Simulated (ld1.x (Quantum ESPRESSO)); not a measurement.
The numbers below are computed, except where a source is named.
## Potentials for silicon compared

Generated with ld1.x 7.5 (TM, RRKJ, ultrasoft, PAW), atompaw 4.2 or ONCVPSP 4.0.1. The cutoff is in Ry: for ld1.x and atompaw files where the sum of valence levels is converged to 10 mRy in a Bessel basis, for ONCV files where the hardest occupied wave has 1 mHa per electron of residual kinetic energy. The error is the largest all-electron minus pseudo excitation energy over each file’s own four to seven test configurations (ionisations up to +4, promotions, holes and added fractions of an electron), all of which were solved. The labels leave out finer settings (local radius, basis sizes, second energies), which also bear on the numbers. Spin-polarised tests are not counted. The rows are a selection from randomly drawn settings: files with unsolved tests, undetermined cutoffs or missed reference levels are left out.

```csv
potential,cutoff (Ry),largest error (meV),bound ghosts
"RRKJ, PBE, scalar-relativistic, rc 1.70/2.20 (sp), local smoothed, core correction yes, reference 3s2 3p1",25,+62,none
"TM, PBEsol, scalar-relativistic, rc 1.50/1.65/1.55 (spd), local p, core correction no, reference 3s2 3p0",18,+32,none
"ultrasoft, BP86, non-relativistic, rc 2.00/1.60 (sp), local smoothed, core correction no, reference 3s2 3p2",6,+88,none
"TM, PBEsol, non-relativistic, rc 1.80/1.80/1.35 (spd), local p, core correction yes, reference 3s2 3p2",15,+52,none
"ultrasoft, PW91, fully relativistic, rc 2.00/1.80 (sp), local smoothed, core correction no, reference 3s1.75 3p2.25",6,+68,none
"RRKJ, LDA (PZ), scalar-relativistic, rc 1.55/2.20/1.85 (spd), local s, core correction yes, reference 3s2 3p1",21,+79,none
```

Problem. Fill in the row for Si: ultrasoft, PBE, fully relativistic, rc 1.55/2.15 (sp), local smoothed, core correction no, reference 3s2 3p2.

Solution. cutoff 15 Ry, largest error +105 meV, bound ghosts: none.
